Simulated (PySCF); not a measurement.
## How methods differ on the excitation energy of Co

Co [Ar] 3d7 4s2 (4F) → Co [Ar] 3d7 4s1 4p1 (high-spin determinant), as a difference of total energies. Calculation: PySCF 2.14, in def2-TZVPPD; the non-relativistic Hamiltonian (point nucleus). Correlated levels: valence and next inner shell: [Ne] frozen. The calculations carry no spin-orbit coupling.

```json
{"method": "UHF", "excitation energy (eV)": "1.712"}
{"method": "MP2 (valence and next inner shell)", "excitation energy (eV)": "2.663"}
{"method": "SCS-MP2 (valence and next inner shell)", "excitation energy (eV)": "2.820"}
{"method": "CCSD (valence and next inner shell)", "excitation energy (eV)": "2.741"}
{"method": "CCSD(T) (valence and next inner shell)", "excitation energy (eV)": "2.833"}
```

Question: How much does correlation contribute at CCSD(T) (valence and next inner shell)?

Answer: 2.833 − (1.712) = 1.121 eV, measured against UHF.

A first-order spin-orbit estimate (lowest level to lowest level, LS coupling) adds 0.016 eV.

The determinant of the upper state mixes LS terms, which raises its energy above the lowest term, most at the Hartree-Fock and MP2 levels.
